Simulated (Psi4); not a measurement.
HO$_{4}$S (SMILES O=S(=O)([O-])O), charge -1, singlet, geometry from GFN2-xTB (a gas-phase anion, which may not be bound at this level); CISD/3-21G (Psi4).

Psi4 was given this input:
```
memory 2 GB

molecule {
-1 1
  O     1.38992049   -0.28176098   -0.58148330
  S    -0.13445586    0.02400851    0.02026324
  O     0.12119981   -0.01438956    1.45858623
  O    -0.97063154   -1.05348789   -0.46961795
  O    -0.49393968    1.33543365   -0.48378888
  H     1.77890124   -0.27049776    0.28621944
}

set basis 3-21g

energy('cisd')
print_variables()
```

It wrote (shortened):

```
   => Loading Basis Set <=

    Name: 3-21G
    Role: ORBITAL
    Keyword: BASIS

         ---------------------------------------------------------
                                   SCF
               by Justin Turney, Rob Parrish, Andy Simmonett
                          and Daniel G. A. Smith
                              RHF Reference
         ---------------------------------------------------------

  ==> Geometry <==

    Molecular point group: c1
    Full point group: C1

    Geometry (in Angstrom), charge = -1, multiplicity = 1:

       Center              X                  Y                   Z               Mass
    ------------   -----------------  -----------------  -----------------  -----------------
         O            1.408087472838    -0.284522782428    -0.578552619277    15.994914619570
         S           -0.116288877162     0.021246707572     0.023193920723    31.972071174400
         O            0.139366792838    -0.017151362428     1.461516910723    15.994914619570
         O           -0.952464557162    -1.056249692428    -0.466687269277    15.994914619570
         O           -0.475772697162     1.332671847572    -0.480858199277    15.994914619570
         H            1.797068222838    -0.273259562428     0.289150120723     1.007825032230

  Running in c1 symmetry.

  Rotational constants: A =      0.17936  B =      0.16720  C =      0.16565 [cm^-1]
  Rotational constants: A =   5377.19740  B =   5012.54884  C =   4966.15856 [MHz]
  Nuclear repulsion =  277.038618387461270

  Charge       = -1
  Multiplicity = 1
  Electrons    = 50
  Nalpha       = 25
  Nbeta        = 25

  ==> Algorithm <==

  SCF Algorithm Type is PK.
  DIIS enabled.
  MOM disabled.
  Fractional occupation disabled.
  Guess Type is SAD.
  Energy threshold   = 1.00e-08
  Density threshold  = 1.00e-08
  Integral threshold = 1.00e-12

  ==> Primary Basis <==

  Basis Set: 3-21G
    Blend: 3-21G
    Number of shells: 29
    Number of basis functions: 51
    Number of Cartesian functions: 51
    Spherical Harmonics?: false
    Max angular momentum: 1

  ==> Integral Setup <==

  Using in-core PK algorithm.
   Calculation information:
      Number of atoms:                   6
      Number of AO shells:              29
      Number of primitives:             54
      Number of atomic orbitals:        51
      Number of basis functions:        51

      Integral cutoff                 1.00e-12
      Number of threads:                 1

  Performing in-core PK
  Using 1759602 doubles for integral storage.
  We computed 78564 shell quartets total.
  Whereas there are 94830 unique shell quartets.

  ==> DiskJK: Disk-Based J/K Matrices <==

    J tasked:                  Yes
    K tasked:                  Yes
    wK tasked:                  No
    Schwarz Cutoff:          1E-12

  Minimum eigenvalue in the overlap matrix is 3.2464038056E-02.
  Reciprocal condition number of the overlap matrix is 9.1434757827E-03.
    Using symmetric orthogonalization.

  ==> Pre-Iterations <==

  SCF Guess: Superposition of Atomic Densities via on-the-fly atomic UHF (no occupation information).

   -------------------------
    Irrep   Nso     Nmo
   -------------------------
     A         51      51
   -------------------------
    Total      51      51
   -------------------------

  ==> Iterations <==

                        Total Energy        Delta E     RMS |[F,P]|

   @RHF iter SAD:  -693.62652853774296   -6.93627e+02   0.00000e+00
   @RHF iter   1:  -693.41072977605700    2.15799e-01   1.57675e-02 DIIS/ADIIS
   @RHF iter   2:  -693.62473311856320   -2.14003e-01   8.92458e-03 DIIS/ADIIS
   @RHF iter   3:  -693.69295894214042   -6.82258e-02   8.79040e-04 DIIS/ADIIS
   @RHF iter   4:  -693.69431826866435   -1.35933e-03   3.26229e-04 DIIS/ADIIS
   @RHF iter   5:  -693.69448461033085   -1.66342e-04   1.04562e-04 DIIS/ADIIS
   @RHF iter   6:  -693.69451120233623   -2.65920e-05   2.10532e-05 DIIS
   @RHF iter   7:  -693.69451270408786   -1.50175e-06   5.03814e-06 DIIS
   @RHF iter   8:  -693.69451276369989   -5.96120e-08   2.03415e-06 DIIS
   @RHF iter   9:  -693.69451277124858   -7.54869e-09   8.06396e-07 DIIS
   @RHF iter  10:  -693.69451277287101   -1.62242e-09   1.13526e-07 DIIS
   @RHF iter  11:  -693.69451277291876   -4.77485e-11   1.88815e-08 DIIS
   @RHF iter  12:  -693.69451277292069   -1.93268e-12   4.84983e-09 DIIS
  Energy and wave function converged.

  ==> Post-Iterations <==

    Orbital Energies [Eh]
    ---------------------

    Doubly Occupied:

[...]
      25A     -0.235397

    Virtual:

[...]
    Final Occupation by Irrep:
              A
    DOCC [    25 ]
    NA   [    25 ]
    NB   [    25 ]

  @RHF Final Energy:  -693.69451277292069

   => Energetics <=

    Nuclear Repulsion Energy =            277.0386183874612698
    One-Electron Energy =               -1519.7447580714213018
    Two-Electron Energy =                 549.0116269110392295
    Total Energy =                       -693.6945127729206888

Computation Completed

Properties will be evaluated at   0.000000,   0.000000,   0.000000 [a0]

Properties computed using the SCF density matrix

 Multipole Moments:

 ------------------------------------------------------------------------------------
     Multipole            Electronic (a.u.)      Nuclear  (a.u.)        Total (a.u.)
 ------------------------------------------------------------------------------------

 L = 1.  Multiply by 2.5417464519 to convert [e a0] to [Debye]
 Dipole X            :         -0.7034948            1.6822007            0.9787059
 Dipole Y            :          0.1170786           -0.2557332           -0.1386545
 Dipole Z            :          0.0023065            0.2713712            0.2736777
 Magnitude           :                                                    1.0256656

 ------------------------------------------------------------------------------------

 MINTS: Wrapper to libmints.
   by Justin Turney

   Calculation information:
      Number of threads:                 1
      Number of atoms:                   6
      Number of AO shells:              29
      Number of SO shells:              29
      Number of primitives:             54
      Number of atomic orbitals:        51
      Number of basis functions:        51

      Number of irreps:                  1
      Integral cutoff                 1.00e-12
      Number of functions per irrep: [  51 ]

 OEINTS: Overlap, kinetic, potential, dipole, and quadrupole integrals
         stored in file 35.

      Computed 776853 non-zero two-electron integrals.
        Stored in file 33.

        ==> Transform all two-electron integrals <==

	Presorting SO-basis two-electron integrals.
	Sorting File: SO Ints (nn|nn) nbuckets = 1
	Constructing frozen core operators
	Starting first half-transformation.
	Sorting half-transformed integrals.
	First half integral transformation complete.
	Starting second half-transformation.
	Two-electron integral transformation complete.

        **********************************************************
        *                                                        *
        *                   CCSD Integral Sort                   *
        *                                                        *
        **********************************************************

        CC integral sort will use                     10.06 mb

        Number of (ab|cd) temporary files:                2
        Number of (ab|ci) temporary files:                3
        Starting temporary file number:                 270

        *******************************************************
        *                                                     *
        *                        CISD                         *
        *      Singles Doubles Configuration Interaction      *
        *                                                     *
        *                   Eugene DePrince                   *
        *                                                     *
        *******************************************************

  ==> Input parameters <==

        Freeze core orbitals?                  no
        Use frozen natural orbitals?           no
        r_convergence:                  1.000e-07
        e_convergence:                  1.000e-06
        Number of DIIS vectors:                 8
        Number of frozen core orbitals:         0
        Number of active occupied orbitals:    25
        Number of active virtual orbitals:     26
        Number of frozen virtual orbitals:      0

  ==> Memory <==

        minimum memory requirements for QCISD =         9.70 mb
        (T) algorithm:                                 10.15 mb (low-memory)
        memory requirements for QCISD(T) =             10.15 mb

  ==> Define tiling <==

        v(ab,cd) diagrams will be evaluated in   1 blocks.
        v(ab,ci) diagrams will be evaluated in   1 blocks over ov2.
        v(ab,ci) diagrams will be evaluated in   1 blocks over ov.

  Allocate cpu memory (    13.05 mb).....done.
  Initialize cpu memory..................done.

  Begin CISD iterations

   Iter  DIIS          Energy       d(Energy)          |d(T)|     time
      0   0 1   -0.5557743469    3.6103944680    0.3419700385        0
      1   1 1   -0.4589866348    0.0967877120    0.0851638461        1
      2   2 1   -0.4859460424   -0.0269594075    0.0222527135        0
      3   3 1   -0.4873308443   -0.0013848019    0.0040393952        0
      4   4 1   -0.4874150959   -0.0000842516    0.0012733036        0
      5   5 1   -0.4874233928   -0.0000082969    0.0002252140        0
      6   6 1   -0.4874236040   -0.0000002112    0.0000598344        1
      7   7 1   -0.4874236207   -0.0000000166    0.0000133066        0
      8   8 1   -0.4874236215   -0.0000000008    0.0000026793        0
      9   8 2   -0.4874236215   -0.0000000000    0.0000006486        0
     10   8 3   -0.4874236215   -0.0000000000    0.0000001718        0
     11   8 4   -0.4874236215   -0.0000000000    0.0000000456        1

  CISD iterations converged!

  CISD variational energy:      -0.487423621522
  CISD transition energy:       -0.487423623740

        OS SCS-MP2 correlation energy:          -0.485773971667
        SS SCS-MP2 correlation energy:          -0.050320901269
        SCS-MP2 correlation energy:             -0.536094872937
      * SCS-MP2 total energy:                 -694.230607645857

        OS MP2 correlation energy:              -0.404811643056
        SS MP2 correlation energy:              -0.150962703808
        MP2 correlation energy:                 -0.555774346864
      * MP2 total energy:                     -694.250287119785

        OS CISD correlation energy:             -0.374276371863
        SS CISD correlation energy:             -0.113147251876
        CISD correlation energy:                -0.487423621522
      * CISD total energy:                    -694.181936394442

  Total time for CISD iterations:       1.55 s (user)
                                        0.47 s (system)
                                           3 s (total)

  Time per iteration:                   0.14 s (user)
                                        0.04 s (system)
                                        0.27 s (total)

  Variable Map:
  ----------------------------------------------------------------------------
[...]
  Array Variable Map:
  ----------------------------------------------------------------------------
[...]
[...]
```
